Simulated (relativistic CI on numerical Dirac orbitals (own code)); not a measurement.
Mo XXIII: sensitivity of the levels to the model

Base calculation: Dirac-Coulomb-Breit CI, orbitals from a KLI potential per configuration, model QED, unscaled Slater integrals.

CI space (outside the closed core [Ne]): 3s2 3p6 3d2, 3s2 3p5 3d3, 3s 3p6 3d3, 3s2 3p6 3d 4s, 3s2 3p6 3d 4p, 3s2 3p6 3d 4d, 3s2 3p6 3d 4f, 3s2 3p5 3d2 4s, 3s2 3p5 3d2 4p, 3s2 3p6 4s2, 3s2 3p6 4s 4p, 3s2 3p5 3d2 4d, 3s 3p6 3d2 4s, 3s2 3p6 3d 5s, 3s2 3p6 4p2, 3s2 3p6 3d 5p, 3s2 3p6 4s 4d, 3s 3p6 3d2 4p, 3s2 3p6 3d 5d, 3s2 3p6 4p 4d, 3s2 3p6 3d 5f, 3s2 3p6 3d 5g, 3s2 3p6 3d 6s, 3s2 3p6 3d 6p, 3s2 3p6 3d 6f, 3p6 3d4, 3p5 3d5, 3p6 3d3 4s, 3p5 3d4 4s. Double excitations out of closed p, d and f shells are left out; levels of such configurations are missing from the list, as are those of other unlisted configurations, and high levels can miss mixing partners. These lack a partner that the ground configuration has and come out too high: 3s2 3p5 3d2 4p, 3s2 3p5 3d2 4d.

Variants: (1) valence Slater integrals scaled by 0.9; (2) Breit term removed. Shifts of the energy above 3s2 3p6 3d2 3F_2, in cm⁻¹, for the lowest level and the first level of each name with at least 55 % of one term (blank where a level changes its place among those of its configuration and J or its character, or is not in the variant):

| Level | Base | Δ(1) | Δ(2) |
| --- | --- | --- | --- |
| 3s2 3p6 3d2 3F_2 | 0 | 0 | 0 |
| 3s2 3p6 3d2 3F_3 | 27560 | +368 | +1589 |
| 3s2 3p6 3d2 3F_4 | 51944 | -137 | +3108 |
| 3s2 3p6 3d2 3P_0 | 67364 | -5419 | -160 |
| 3s2 3p6 3d2 3P_1 | 82301 | -4699 | +700 |
| 3s2 3p6 3d2 3P_2 | 112093 | -4338 | +2818 |
| 3s2 3p6 3d2 1G_4 | 112443 | -6467 | +2760 |
| 3s2 3p6 3d2 1S_0 | 229945 | -17411 | +1122 |
| 3s2 3p5 3d3 5D°_1 | 963149 | +13246 | +2783 |
| 3s2 3p5 3d3 5D°_0 | 969659 | +13340 | +2825 |
| 3s2 3p5 3d3 5S°_2 | 984320 | +14030 | +4360 |
| 3s2 3p5 3d3 5F°_5 | 1000819 | +12377 | +6163 |
| 3s2 3p5 3d3 5G°_6 | 1025000 | +10095 | +7097 |
| 3s2 3p5 3d3 3G°_3 | 1036943 | +6310 | +3782 |
| 3s2 3p5 3d3 3P°_1 | 1070018 | +4915 | +3813 |
| 3s2 3p5 3d3 3D°_3 | 1074830 | +6198 | +5613 |
| 3s2 3p5 3d3 3P°_0 | 1084730 | +348 | +2151 |
| 3s2 3p5 3d3 3I°_7 | 1101429 | +2821 | +7960 |
| 3s2 3p5 3d3 5G°_2 | 1109857 | +6559 | +4774 |
| 3s2 3p5 3d3 3F°_4 | 1116621 | +1616 | +5950 |
| 3s2 3p5 3d3 5P°_3 | 1124798 | +1105 | +5077 |

At this charge energies of transitions that change n are usually good to better than 1 %, and those within a shell (Δn = 0) to a few per cent. Terms inside the open d or f shell come out 10 to 20 % too wide with unscaled integrals.

Ionisation energy from the two ground configurations alone: base 1018.87 eV; valence Slater integrals scaled by 0.9 1018.47 eV; Breit term removed 1019.19 eV. The NIST ASD value (theoretical) is 1019 eV.

LS names give the leading component of a level, which can be under half, so a name can repeat, a term be missing and a line seem to break the LS rules.
